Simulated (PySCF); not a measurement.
## The third ionisation energy along group 14

All values are computed (PySCF 2.14, energy differences of UHF-based or UKS calculations, no spin-orbit coupling). Values in eV. The last column holds reference values (NIST; (s) semi-empirical, (t) theoretical, else measured). Unmarked ones compare directly (S terms, centres of terms, or small fine structure); those marked * lie between the lowest fine-structure levels and include a spin-orbit shift.

| element | configurations | LDA | PBE0 | r2SCAN | SCS-MP2 (valence and next inner shell) | CCSD (valence) | CCSDT (valence) | reference |
| --- | --- | --- | --- | --- | --- | --- | --- | --- |
| C (x2c-QZVPPall with one added diffuse shell each of s, p, d, f type, spin-free X2C) | [He] 2s2 → [He] 2s1 | 46.967 | 47.061 | 46.640 | 47.294 | 47.814 | 47.814 | 47.888 |
| Si (x2c-QZVPPall with one added diffuse shell each of s, p, d, f type, spin-free X2C) | [Ne] 3s2 → [Ne] 3s1 | 33.592 | 33.309 | 32.936 | 33.314 | 33.258 | 33.258 | 33.493 |
| Ge (x2c-QZVPPall with one added diffuse shell each of s, p, d, f type, spin-free X2C) | [Ar] 3d10 4s2 → [Ar] 3d10 4s1 | 34.825 | 34.038 | 34.048 | 33.908 | 33.292 | 33.292 | 34.058 |
| Sn (x2c-QZVPPall with one added diffuse shell each of s, p, d, f type, spin-free X2C) | [Kr] 4d10 5s2 → [Kr] 4d10 5s1 | 31.165 | 30.342 | 30.304 | 30.450 | 29.463 | 29.463 | 30.506 |

Problem. Which of these methods has the smallest mean absolute error against the measured values here?

Solution. SCS-MP2 (valence and next inner shell), with 0.245 eV.

| method | elements | mean error (eV) | mean absolute error (eV) | largest error (eV) |
| --- | --- | --- | --- | --- |
| LDA | 4 | 0.151 | 0.612 | -0.921 |
| PBE0 | 4 | -0.299 | 0.299 | -0.827 |
| r2SCAN | 4 | -0.504 | 0.504 | -1.248 |
| SCS-MP2 (valence and next inner shell) | 4 | -0.245 | 0.245 | -0.594 |
| CCSD (valence) | 4 | -0.529 | 0.529 | -1.043 |
| CCSDT (valence) | 4 | -0.529 | 0.529 | -1.043 |

Errors include the incompleteness of the basis and the frozen core.

"Valence" correlates the outer s and p shells and, in groups 3 to 12 and the f block, the outer d or f shell, open or full, or the next shell where the ion has no valence electron left; the wider scheme adds the next inner shell.
